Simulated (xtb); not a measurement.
A run for xtb: GFN1-xTB on H3ISi2 (SMILES [SiH3][Si]I), a point of a torsion scan.

```
$ xtb mol.xyz --gfn 1 --sp --chrg 0 --uhf 0
6

Si    -0.73467497    -0.02961048     0.11060558
Si     1.18406673     1.22763927    -0.12374281
I      2.21383809     1.39712835     2.18633268
H     -1.30307031    -0.63806670     1.31805299
H     -1.78670145     0.84398049    -0.44028361
H     -0.54267578    -1.13109270    -0.85028394
```

Task: Predict the final total energy.

Result: -9.2287 hartree.
